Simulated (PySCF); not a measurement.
## Electron correlation in Cd³⁺ (cadmium, charge +3)

[Kr] 4d9, 2D determinant. All numbers are calculated (PySCF 2.14, a scalar-relativistic core potential, in def2-QZVPPD with the def2 core potential (28 electrons) (7s5p4d4f2g, 88 functions)). Frozen: nothing; 17 electrons correlated.

```csv
level,correlation energy (mhartree)
CCSD,-608.03
(T),-13.01
CCSD(T),-621.04
```

Diagnostics: T1 = 0.0027, D1 = 0.0068, largest double amplitude 0.018.

Problem. Is a single reference adequate?

Solution. Yes, within this model without spin-orbit coupling: T1 lies below 0.03 and no double amplitude reaches 0.07.

The basis has no tight functions for the innermost shells, so their pair energies are far from complete.

This basis was not built for core-valence correlation, so the inner-shell part is incomplete.
